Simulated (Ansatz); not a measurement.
Consider the formal exchange of groups at a B–C bond: `BC(F)[SiH2][SiH3]` + `CC(=N)N` → `BCC(=N)N` + `FC[SiH2][SiH3]`.

Isolated molecules relaxed with PBE0-D4/def2-TZVP in Ansatz; ΔE leaves out vibrations. CCSD(T)/CBS adds triple-zeta CCSD(T) − MP2 to the extrapolated MP2 energy (def2 sets, frozen cores). One conformer a species, not always the lowest.

`BC(F)[SiH2][SiH3]`:

```xyz
13

B    -1.640   -0.893    0.762
C    -1.472    0.136   -0.337
F    -2.256    0.017   -1.473
Si    0.367   -0.406   -0.758
Si    1.912    0.956    0.346
H    -1.022   -0.714    1.773
H    -2.258   -1.899    0.589
H    -1.401    1.192   -0.060
H     0.469   -0.319   -2.236
H     0.573   -1.830   -0.361
H     1.684    2.376   -0.031
H     3.297    0.570   -0.030
H     1.747    0.814    1.817
```

`CC(=N)N`:

Z-matrix (Å, degrees):
```
C
C 1 1.498
H 1 1.087 2 109.2
H 1 1.094 2 110.7 3 120.2
H 1 1.093 2 110.6 3 -120.5
N 2 1.273 1 119.7 3 -0.3
N 2 1.377 1 114.1 3 177.2
H 6 1.020 2 111.5 1 179.7
H 7 1.005 2 118.2 1 20.9
H 7 1.006 2 117.7 1 166.3
```

`BCC(=N)N`:

```xyz
12

B     0.053   -1.708   -0.580
C    -0.615   -0.312   -0.675
C     0.035    0.849    0.018
N     0.331    1.883   -0.662
N     0.204    0.689    1.376
H    -0.243   -2.564   -1.360
H     0.813   -1.985    0.307
H    -1.593   -0.511   -0.192
H    -0.856   -0.022   -1.699
H     0.774    2.598   -0.086
H     0.822    1.338    1.835
H     0.275   -0.255    1.719
```

`FC[SiH2][SiH3]`:

```xyz
11

F    -0.456    1.779    1.316
C    -1.251    0.691    0.969
Si   -0.617   -0.102   -0.639
Si    1.654   -0.628   -0.447
H    -2.282    1.045    0.861
H    -1.227   -0.026    1.796
H    -1.424   -1.334   -0.866
H    -0.845    0.828   -1.777
H     2.107   -1.375   -1.652
H     2.471    0.606   -0.313
H     1.871   -1.484    0.752
```

```
            species  CCSD(T)/CBS(def2) energy (Eh)
`BC(F)[SiH2][SiH3]`                     -745.56431
          `CC(=N)N`                     -189.11552
         `BCC(=N)N`                     -214.48815
   `FC[SiH2][SiH3]`                     -720.18634
```

Question: Work out ΔE.

Answer: ΔE = (-214.48815) + (-720.18634) − (-745.56431) − (-189.11552) = 0.00534 Eh = +14.0 kJ/mol.

Largest T1 diagnostic among the species: 0.014.

From PBE to PBE0 (25 % exact exchange), in def2-TZVPP and without D4, ΔE moves by −5.3 kJ/mol. In def2-TZVPP, CCSD(T) changes the Hartree–Fock value by +16.6 kJ/mol (the triples alone add +3.3 kJ/mol) and MP2 by +16.7 kJ/mol.
